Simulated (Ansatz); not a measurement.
Input file for Ansatz (an electronic-structure program): R-RI-MP2/aug-cc-pV(Q+d)Z on H4O2Si (SMILES O[SiH2]O). Files ending in .json are basis or fitting sets from the Basis Set Exchange.

Ansatz 0.2 input:
```yaml
crystal:
  periodic: [false, false, false]
  atoms:
    - {symbol: O, position_ang: [-0.04742771, 1.04059696, 1.31714254]}
    - {symbol: Si, position_ang: [-0.63688943, 0.35662861, -0.03988783]}
    - {symbol: O, position_ang: [0.39431490, 0.50732271, -1.31815438]}
    - {symbol: H, position_ang: [0.11139915, 0.46930399, 2.10347644]}
    - {symbol: H, position_ang: [-1.86126226, 1.04050751, -0.49612203]}
    - {symbol: H, position_ang: [-0.91253385, -1.08148378, 0.23563361]}
    - {symbol: H, position_ang: [1.31175691, 0.25786759, -1.18255999]}
basis:
  gaussian:
    orbitals: aug-cc-pV_Q+d_Z.json
    fitting: {mean_field: def2-universal-JKFIT, correlation: aug-cc-pVQZ-RIFIT.json}
magnetization: {spin_polarized: false}
correlation: {method: mp2, electrons: outside_noble_gas}
scf: {lower_state_search: off}
```

The head of its log:

```
WARN ansatz: RAYON_NUM_THREADS=1 ignored (pool sized by the plan → 1); use --threads N
Functional definition: HF
these checks for a lower state are left out or cut short: stability, starts, cluster_reference, orbital_swaps, neighbouring_geometries, increment
integrals: 0.62 GiB planned
354 factors; integrals over basis functions are off by at most 6.0e0 eV
mean field: 0.93 GiB planned
mean field evaluation 1: about -12001.1571 eV, gradient 4.8e1 eV
mean field evaluation 2: about -12003.6752 eV, gradient 3.2e1 eV
mean field evaluation 4: about -12005.2379 eV, gradient 4.2e-1 eV
mean field -12005.23842742 eV, -441.1843747649 hartree, gradient 2.7e-6 eV, S^2 0.000000; 0 other end points of the search recorded, 0 dependent functions left out
7 core orbitals not correlated
850 factors; their error is unknown
reference -12005.23842742 eV, -441.1843747649 hartree; 10, 10 occupied and 416, 416 virtual orbitals, 850 factors
```

What total energy does the run end on?

-441.8527 hartree.
